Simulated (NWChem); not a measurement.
Species: InHBrCl; SMILES [Br][InH][Cl]

```xyz
4

In    -0.5722    -0.5146     0.0000
H     -2.2321    -0.9004     0.0000
Cl     1.1040    -2.1492     0.0000
Br     0.3286     1.7901     0.0000
```
Atoms are numbered in this order, from 1.

Results from NWChem. Coordinates come from a PBE0/def2-SVP optimisation. Not confirmed as a minimum by frequencies. def2 effective core potentials on In; no spin-orbit coupling. Ions are spin-unrestricted doublets at the neutral geometry; other ion states weren't tried.

Q: What does the run give for PBE/def2-SVP? Quantities: vertical ionisation energy, ΔSCF (eV); −ε(HOMO) (eV).

A: 
| Quantity | Value |
|---|---|
| vertical ionisation energy, ΔSCF (eV) | 10.14 |
| −ε(HOMO) (eV) | 7.02 |
